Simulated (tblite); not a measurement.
Record of a relaxation.

C7H14BBr.
Bonds: C1–C2 (double), C2–C3, C3–B4, B4–Br5, B4–C6, C6–C7, C6–C8, C6–C9. Hydrogens: H10, H11 on C1; H12 on C2; H13, H14 on C3; H15, H16, H17 on C7; H18, H19, H20 on C8; H21, H22, H23 on C9.

Computed with GFN2-xTB (tblite), gas phase: L-BFGS steps from a force-field or distance-geometry start until the largest atomic force falls under 0.01 eV/Å. 9 of its 69 geometries are shown.

Step 0: E = -745.7996 eV, largest atomic force 2.656 eV/Å
```
atom  x, y, z in Å  |  force x, y, z in eV/Å
C1      3.757   -0.033    0.029   -0.757  -0.245  -1.540
C2      2.675    0.029   -0.765    1.911   0.018   0.544
C3      1.367    0.529   -0.331   -0.523   0.277   0.118
B4      0.216   -0.556   -0.468    0.797  -1.412   2.104
Br5     0.771   -2.475   -0.241   -0.377   1.209  -0.592
C6     -1.215   -0.175    0.113    0.464   0.745  -0.801
C7     -1.588   -0.925    1.354   -0.738  -0.785   1.631
C8     -2.281   -0.329   -0.964   -0.408   0.023  -0.019
C9     -1.195    1.339    0.341   -0.795   0.806  -0.523
H10     3.784    0.280    1.051   -0.060   0.064   0.131
H11     4.656   -0.432   -0.420    0.058   0.056   0.407
H12     2.769   -0.332   -1.784   -0.084   0.080   0.052
H13     1.493    0.847    0.749   -0.376  -0.354  -0.961
H14     1.048    1.438   -0.884    0.523  -0.308   0.172
H15    -0.802   -0.867    2.147   -0.495  -0.123  -0.722
H16    -2.510   -0.480    1.813    0.649  -0.341  -0.429
H17    -1.817   -2.004    1.154    0.330   0.937   0.153
H18    -1.942    0.307   -1.805   -0.648  -0.656   0.089
H19    -3.211    0.095   -0.522    0.325  -0.570  -0.736
H20    -2.383   -1.388   -1.244   -0.248   0.582  -0.102
H21    -2.209    1.737    0.615    1.043  -0.398   0.204
H22    -0.399    1.663    1.004   -0.517   0.086   0.274
H23    -0.989    1.759   -0.659   -0.073   0.309   0.548
```

Step 8: E = -746.5745 eV, largest atomic force 0.589 eV/Å
```
atom  x, y, z in Å  |  force x, y, z in eV/Å
C1      3.807   -0.049   -0.017    0.005  -0.048   0.020
C2      2.746    0.018   -0.798   -0.020   0.011   0.097
C3      1.410    0.496   -0.326    0.034  -0.116   0.006
B4      0.273   -0.592   -0.234    0.019  -0.423  -0.409
Br5     0.738   -2.434   -0.344   -0.195   0.354  -0.024
C6     -1.214   -0.128    0.111   -0.074  -0.009  -0.003
C7     -1.621   -0.901    1.392    0.030   0.109  -0.167
C8     -2.285   -0.358   -0.982    0.023  -0.009   0.027
C9     -1.219    1.395    0.343   -0.055  -0.037   0.130
H10     3.767    0.276    1.014    0.041  -0.052  -0.100
H11     4.744   -0.444   -0.363    0.082   0.033  -0.003
H12     2.781   -0.314   -1.830    0.056   0.026   0.087
H13     1.480    0.846    0.714    0.287   0.132  -0.063
H14     1.106    1.368   -0.913    0.034  -0.069  -0.014
H15    -0.822   -0.866    2.135   -0.138   0.111   0.013
H16    -2.530   -0.483    1.820    0.038  -0.009   0.010
H17    -1.794   -1.950    1.151   -0.051   0.075   0.007
H18    -2.039    0.219   -1.876    0.028  -0.128   0.059
H19    -3.241    0.012   -0.609    0.023  -0.082  -0.031
H20    -2.417   -1.400   -1.270    0.193   0.028   0.134
H21    -2.194    1.719    0.687   -0.152   0.072   0.016
H22    -0.482    1.706    1.082   -0.118  -0.039  -0.025
H23    -0.999    1.892   -0.605   -0.089   0.069   0.233
```

Step 17: E = -746.7047 eV, largest atomic force 0.196 eV/Å
```
atom  x, y, z in Å  |  force x, y, z in eV/Å
C1      3.861   -0.080   -0.021   -0.032   0.018  -0.035
C2      2.798   -0.030   -0.802   -0.058   0.031   0.001
C3      1.461    0.462   -0.338   -0.023   0.051   0.015
B4      0.256   -0.561   -0.260    0.064  -0.164  -0.085
Br5     0.601   -2.406   -0.472   -0.083   0.138  -0.056
C6     -1.231   -0.077    0.106    0.049  -0.073   0.043
C7     -1.645   -0.855    1.377    0.006   0.093  -0.026
C8     -2.271   -0.396   -0.985    0.092  -0.020   0.011
C9     -1.294    1.428    0.407    0.011  -0.058   0.056
H10     3.813    0.233    1.012    0.022  -0.046  -0.055
H11     4.820   -0.422   -0.368   -0.009  -0.037  -0.021
H12     2.844   -0.327   -1.841    0.081  -0.095   0.002
H13     1.614    0.893    0.655   -0.126   0.060   0.138
H14     1.151    1.302   -0.967    0.059   0.080  -0.081
H15    -0.872   -0.777    2.140   -0.017  -0.040   0.055
H16    -2.564   -0.443    1.785   -0.079   0.007   0.011
H17    -1.812   -1.906    1.147    0.055   0.048   0.057
H18    -2.041    0.128   -1.911    0.029  -0.001  -0.002
H19    -3.262   -0.084   -0.656    0.054  -0.041  -0.008
H20    -2.293   -1.466   -1.187   -0.020   0.010  -0.046
H21    -2.287    1.707    0.749   -0.085  -0.001   0.005
H22    -0.585    1.684    1.191   -0.010   0.076   0.004
H23    -1.068    2.020   -0.478    0.022  -0.038   0.016
```

Step 26: E = -746.7346 eV, largest atomic force 0.088 eV/Å
```
atom  x, y, z in Å  |  force x, y, z in eV/Å
C1      3.873   -0.094   -0.027   -0.040  -0.002   0.003
C2      2.802   -0.034   -0.796   -0.054  -0.028  -0.005
C3      1.465    0.480   -0.353   -0.033   0.012   0.016
B4      0.256   -0.541   -0.284    0.043  -0.073   0.023
Br5     0.543   -2.378   -0.573    0.040   0.053  -0.058
C6     -1.220   -0.072    0.129    0.048  -0.057   0.013
C7     -1.651   -0.840    1.399    0.001   0.034  -0.029
C8     -2.233   -0.415   -0.984    0.025   0.022   0.032
C9     -1.316    1.431    0.433   -0.002  -0.041  -0.012
H10     3.842    0.216    1.005    0.051   0.023   0.003
H11     4.817   -0.453   -0.398   -0.011  -0.037   0.046
H12     2.860   -0.369   -1.823   -0.037   0.002  -0.042
H13     1.567    0.920    0.645    0.062   0.007   0.052
H14     1.193    1.324   -0.997   -0.025   0.001  -0.060
H15    -0.908   -0.745    2.189    0.004   0.002  -0.016
H16    -2.589   -0.433    1.769   -0.052  -0.033   0.015
H17    -1.797   -1.896    1.181    0.038   0.004   0.037
H18    -1.997    0.110   -1.908    0.016   0.034   0.027
H19    -3.231   -0.122   -0.666   -0.042   0.009  -0.034
H20    -2.245   -1.483   -1.195    0.032   0.022   0.028
H21    -2.325    1.680    0.751   -0.052   0.048  -0.013
H22    -0.633    1.713    1.232   -0.010  -0.018  -0.001
H23    -1.078    2.024   -0.446   -0.004   0.016  -0.028
```

Step 34: E = -746.7475 eV, largest atomic force 0.092 eV/Å
```
atom  x, y, z in Å  |  force x, y, z in eV/Å
C1      3.865   -0.110   -0.031    0.009   0.008   0.009
C2      2.791   -0.041   -0.793   -0.013  -0.027   0.005
C3      1.464    0.493   -0.349   -0.018  -0.003   0.008
B4      0.258   -0.533   -0.280    0.032  -0.043   0.015
Br5     0.558   -2.351   -0.673   -0.034   0.083   0.019
C6     -1.219   -0.073    0.150    0.049  -0.049  -0.002
C7     -1.656   -0.836    1.419    0.021   0.008  -0.039
C8     -2.211   -0.416   -0.978    0.009   0.004   0.010
C9     -1.330    1.431    0.439    0.013  -0.026   0.000
H10     3.867    0.231    0.992   -0.044   0.009   0.033
H11     4.798   -0.506   -0.391    0.023  -0.030  -0.040
H12     2.829   -0.389   -1.817    0.008  -0.038  -0.019
H13     1.575    0.946    0.642    0.027   0.049   0.013
H14     1.193    1.318   -1.018   -0.041   0.033   0.014
H15    -0.930   -0.712    2.220   -0.002   0.032   0.004
H16    -2.616   -0.457    1.765   -0.010  -0.016   0.002
H17    -1.763   -1.900    1.218    0.028  -0.018  -0.016
H18    -1.957    0.126   -1.888   -0.003  -0.012  -0.021
H19    -3.220   -0.135   -0.687   -0.035   0.007   0.015
H20    -2.203   -1.482   -1.195   -0.008  -0.002  -0.022
H21    -2.348    1.680    0.729   -0.045   0.017   0.022
H22    -0.667    1.724    1.248    0.008   0.004   0.024
H23    -1.081    2.019   -0.440    0.027   0.011  -0.034
```

Step 42: E = -746.7518 eV, largest atomic force 0.037 eV/Å
```
atom  x, y, z in Å  |  force x, y, z in eV/Å
C1      3.860   -0.119   -0.032   -0.001   0.001   0.004
C2      2.784   -0.047   -0.792   -0.005   0.025  -0.004
C3      1.466    0.505   -0.340   -0.028  -0.016  -0.006
B4      0.264   -0.524   -0.269   -0.011  -0.026  -0.006
Br5     0.554   -2.332   -0.702   -0.002   0.029   0.023
C6     -1.216   -0.073    0.153    0.015  -0.016   0.002
C7     -1.651   -0.839    1.420    0.005   0.007  -0.009
C8     -2.205   -0.416   -0.978    0.006   0.001  -0.002
C9     -1.334    1.430    0.441    0.005   0.000   0.004
H10     3.860    0.234    0.987    0.007   0.002   0.015
H11     4.786   -0.532   -0.393    0.013  -0.017   0.000
H12     2.816   -0.413   -1.810   -0.018  -0.006  -0.003
H13     1.595    0.977    0.640   -0.004  -0.005  -0.004
H14     1.176    1.321   -1.014    0.031   0.007  -0.011
H15    -0.940   -0.685    2.230    0.011   0.001   0.002
H16    -2.623   -0.482    1.755   -0.023  -0.013  -0.016
H17    -1.729   -1.906    1.226    0.030  -0.004  -0.001
H18    -1.949    0.126   -1.887   -0.009   0.014  -0.015
H19    -3.216   -0.138   -0.688   -0.010   0.002   0.004
H20    -2.196   -1.481   -1.203   -0.005  -0.013   0.016
H21    -2.354    1.680    0.721   -0.030   0.006   0.003
H22    -0.679    1.726    1.257    0.016  -0.004   0.016
H23    -1.073    2.014   -0.438    0.005   0.025  -0.011
```

Step 51: E = -746.7545 eV, largest atomic force 0.042 eV/Å
```
atom  x, y, z in Å  |  force x, y, z in eV/Å
C1      3.858   -0.127   -0.032   -0.017  -0.025   0.005
C2      2.780   -0.053   -0.789   -0.008   0.021  -0.013
C3      1.468    0.516   -0.343   -0.028  -0.009  -0.003
B4      0.263   -0.510   -0.274   -0.003  -0.024   0.003
Br5     0.554   -2.321   -0.694    0.014   0.013   0.004
C6     -1.216   -0.066    0.150    0.014  -0.016   0.004
C7     -1.642   -0.841    1.413    0.006   0.002  -0.006
C8     -2.207   -0.415   -0.979   -0.004   0.004   0.006
C9     -1.338    1.435    0.446    0.004  -0.004   0.001
H10     3.863    0.236    0.984    0.017   0.006   0.000
H11     4.776   -0.561   -0.389    0.012   0.000   0.003
H12     2.795   -0.432   -1.802    0.039  -0.011  -0.009
H13     1.595    0.991    0.636    0.001  -0.003  -0.001
H14     1.192    1.331   -1.024    0.002   0.007  -0.002
H15    -0.952   -0.653    2.235   -0.005   0.018   0.005
H16    -2.637   -0.527    1.725   -0.003  -0.006   0.001
H17    -1.666   -1.913    1.227    0.001  -0.003  -0.008
H18    -1.958    0.123   -1.892    0.003   0.002  -0.004
H19    -3.218   -0.139   -0.686   -0.020   0.010   0.005
H20    -2.196   -1.482   -1.194    0.000  -0.001  -0.005
H21    -2.362    1.683    0.718   -0.014   0.008   0.016
H22    -0.688    1.722    1.270   -0.007   0.006   0.019
H23    -1.068    2.030   -0.423   -0.004   0.003  -0.021
```

Step 60: E = -746.7553 eV, largest atomic force 0.013 eV/Å
```
atom  x, y, z in Å  |  force x, y, z in eV/Å
C1      3.857   -0.133   -0.030    0.000   0.001  -0.001
C2      2.782   -0.054   -0.791   -0.001   0.007  -0.003
C3      1.468    0.517   -0.349   -0.004   0.000   0.002
B4      0.263   -0.509   -0.277    0.004  -0.002   0.002
Br5     0.562   -2.319   -0.690   -0.007   0.005   0.002
C6     -1.217   -0.064    0.149    0.010  -0.006   0.000
C7     -1.640   -0.841    1.412    0.003  -0.002  -0.003
C8     -2.210   -0.413   -0.978    0.000   0.003   0.003
C9     -1.341    1.437    0.450    0.001  -0.003  -0.003
H10     3.867    0.236    0.983   -0.007  -0.003   0.003
H11     4.773   -0.570   -0.386    0.008  -0.001   0.002
H12     2.805   -0.438   -1.803    0.001   0.002  -0.003
H13     1.594    0.990    0.631    0.003   0.000   0.003
H14     1.195    1.335   -1.028    0.006  -0.006  -0.010
H15    -0.960   -0.637    2.237   -0.006   0.002   0.003
H16    -2.643   -0.544    1.715    0.001  -0.001  -0.002
H17    -1.644   -1.914    1.227   -0.001  -0.005   0.008
H18    -1.962    0.124   -1.892    0.003   0.004   0.001
H19    -3.221   -0.136   -0.684   -0.005   0.005   0.004
H20    -2.200   -1.480   -1.193   -0.001   0.003  -0.002
H21    -2.366    1.684    0.722   -0.006  -0.006   0.002
H22    -0.695    1.724    1.276    0.002  -0.003  -0.002
H23    -1.071    2.033   -0.419   -0.004   0.005  -0.006
```

Step 68: E = -746.7556 eV, largest atomic force 0.009 eV/Å
```
atom  x, y, z in Å  |  force x, y, z in eV/Å
C1      3.857   -0.135   -0.029    0.001   0.001   0.001
C2      2.785   -0.054   -0.793    0.001   0.001   0.000
C3      1.470    0.516   -0.353   -0.001   0.001  -0.001
B4      0.265   -0.508   -0.277   -0.007  -0.003   0.001
Br5     0.560   -2.319   -0.688    0.002  -0.006  -0.003
C6     -1.216   -0.065    0.150   -0.005   0.003   0.005
C7     -1.640   -0.842    1.413   -0.001  -0.001  -0.001
C8     -2.211   -0.411   -0.977    0.003   0.000   0.003
C9     -1.343    1.435    0.450    0.000   0.004   0.002
H10     3.863    0.232    0.985   -0.003  -0.005   0.002
H11     4.776   -0.571   -0.382   -0.001   0.002   0.001
H12     2.811   -0.435   -1.806   -0.003   0.001   0.001
H13     1.597    0.992    0.626    0.000   0.003   0.000
H14     1.198    1.332   -1.034   -0.002   0.000  -0.005
H15    -0.966   -0.630    2.242   -0.007   0.001  -0.006
H16    -2.646   -0.551    1.709    0.007  -0.001  -0.001
H17    -1.636   -1.916    1.234    0.003   0.004  -0.002
H18    -1.962    0.129   -1.890    0.000  -0.004   0.003
H19    -3.220   -0.131   -0.681    0.005  -0.003  -0.002
H20    -2.204   -1.477   -1.195    0.001   0.003  -0.001
H21    -2.368    1.677    0.725    0.000   0.001   0.006
H22    -0.696    1.724    1.275    0.004   0.001   0.000
H23    -1.079    2.033   -0.419    0.002  -0.003  -0.003
```

Question: Summarise the path.

Answer: The energy falls by 22.05 kcal/mol from step 0 to step 68; nine tenths of that is first reached at step 13. It falls at every step. The largest force goes from 2.656 to 0.009 eV/Å. Among the bonds B4–Br5 changes most, from 2.011 to 1.880 Å; the atoms move by 0.237 Å rms after alignment.

What follows is the cost of the whole relaxation. The run took 0.57 s of wall time on one thread, Arm Neoverse V2 (aarch64), shared host with 32 logical CPUs at a one-minute load of 26.
